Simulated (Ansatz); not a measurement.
Mulliken charges of `[In][I]` from ωB97M-V/def2-TZVPP in Ansatz (PBE0-D4/def2-TZVP geometry).

| atom | x (Å) | y (Å) | z (Å) | charge (e) |
| --- | --- | --- | --- | --- |
| In1 | 0.000 | 0.000 | 0.009 | 0.398 |
| I2 | 0.000 | 0.000 | 2.780 | -0.398 |

Question: By hand: the dipole of these point charges (1 e Å = 4.8032 D).

Answer: Σ q r = (0.000, 0.000, -1.103) e Å, of length 1.103 e Å = 5.30 D.

Question: How does the dipole of the full density compare? (An estimate is asked.)

Answer: The calculation gave: (0.000, 0.000, -0.769) e Å, 3.69 D; the point charges give 1.44 times that, at 0° from its direction.

Point charges leave out the atoms' own dipoles, such as those of lone pairs, and Mulliken's split depends on the basis, so the two needn't agree.
